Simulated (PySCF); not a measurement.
## Magnetic susceptibility: `FC(F)(F)/C=C\[CH2][GeH3]`, C4H7F3Ge

Geometry:
| atom | x (Å) | y (Å) | z (Å) |
| --- | --- | --- | --- |
| F1 | -0.718 | -0.761 | 1.421 |
| C2 | -1.735 | -0.308 | 0.639 |
| F3 | -2.755 | -0.059 | 1.467 |
| F4 | -2.102 | -1.370 | -0.106 |
| C5 | -1.347 | 0.884 | -0.162 |
| C6 | -0.251 | 0.899 | -0.916 |
| C7 | 0.698 | -0.221 | -1.053 |
| Ge8 | 1.935 | -0.315 | 0.524 |
| H9 | -2.012 | 1.726 | -0.071 |
| H10 | -0.010 | 1.812 | -1.443 |
| H11 | 1.288 | -0.109 | -1.961 |
| H12 | 0.174 | -1.175 | -1.101 |
| H13 | 1.878 | -1.654 | 1.172 |
| H14 | 3.341 | -0.088 | 0.047 |
| H15 | 1.612 | 0.747 | 1.520 |

Computed, not measured: GIAO PBE0/pcSseg-1 magnetisability, rotational g tensor and spin-rotation constants, non-relativistic, gas phase in PySCF 2.14.0. Geometry: GFN2-xTB.

The calculation is non-relativistic, which matters for the atoms heavier than Zn.

Q: How diamagnetic is it, and how anisotropic?

A: Isotropic -1360 × 10⁻³⁰ J/T², or -81.9 × 10⁻⁶ cm³/mol; principal values -1477, -1356, -1248 × 10⁻³⁰ J/T², anisotropy 198 × 10⁻³⁰ J/T² (root of half the summed squared differences of the principal values). The susceptibility is in cgs units.

Q: Split it along the inertial axes a, b, c into diamagnetic and paramagnetic parts about the centre of mass, with the quadrupole moment.

A: 
```csv
axis,χ (10⁻⁶ cm³/mol),diamagnetic (10⁻⁶ cm³/mol),paramagnetic (10⁻⁶ cm³/mol),summed x² of all electrons (Å²),quadrupole Θ (D Å)
a,-82.9,-532.5,449.6,302.3,-4.99
b,-80.4,-1476.4,1396.0,79.8,+3.90
c,-82.5,-1621.3,1538.8,45.7,+1.09
```
Anisotropies 2χaa − χbb − χcc = -2.8 and 2χbb − χaa − χcc = +4.6 × 10⁻⁶ cm³/mol. Θ is traceless in Buckingham's convention.

Q: And the rotational g tensor?

A: 
```
axis  rotational constant (GHz)        g  nuclear part  electronic part
   a                     2.7764  -0.0247        0.5618          -0.5865
   b                     0.7607  -0.0095        0.4894          -0.4989
   c                     0.6955  -0.0075        0.4953          -0.5028
```
Asymmetric top; isotopes 12C, 19F, 74Ge, 1H; no vibrational averaging.
